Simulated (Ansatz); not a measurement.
Consider the atomization: `FC1=C(F)[C@@H](F)[C@@H]1F` → 4 C• + 4 F• + 2 H•.

Calculated with Ansatz (gas phase, PBE0-D4/def2-TZVP geometries, no zero-point term in ΔE). CCSD(T)/CBS is the MP2 limit (def2-TZVPP, def2-QZVPP) plus CCSD(T) − MP2 in def2-TZVPP, frozen cores. This one scheme is used for every species, atoms too. For atomizations the MP2-based limit and the directly extrapolated one differ by several kJ/mol either way, and by 10 to 25 for some Ge, Se and Sn compounds, so smaller differences from it don't rank the levels. Functionals use def2-TZVPP. Open shells (•) are unrestricted, without spin–orbit coupling. Spin–orbit coupling would lower the free atoms: a little for C, F.

CCSD(T)/CBS gives +4325.0 kJ/mol.

(1) Another level gave +4413.8 kJ/mol. Which?
A. B2PLYP/def2-TZVPP
B. LC-ωPBE/def2-TZVPP
C. PBE0-D4/def2-TZVPP
D. revPBE/def2-TZVPP

Largest T1 diagnostic among the species: 0.012.

Results:

(1) C. PBE0-D4 4413.8, B2PLYP 4288.8, revPBE 4342.0, LC-ωPBE 4403.2 kJ/mol.

Leaving LDA and LC-ωPBE aside and taking each functional with its dispersion term where it has one, the values, not all of them listed here, spread over 501.3 kJ/mol, from BHLYP-D4 to PBE-D4. LDA lies +716.8 kJ/mol from PBE without D4, its usual overbinding. From r2SCAN to r2SCAN0 (25 % exact exchange), in def2-TZVPP and without D4, ΔE moves by −134.8 kJ/mol: exact exchange takes away binding that semilocal exchange gives to molecules. The D4 term adds +32.5 kJ/mol with B3LYP and +17.0 kJ/mol with PBE0; it sums over pairs of atoms, weighted by their polarisabilities, and B3LYP, whose exchange is more repulsive, gets the larger term.

B3LYP here is the variant with VWN-RPA as its local correlation; programs differ in this.
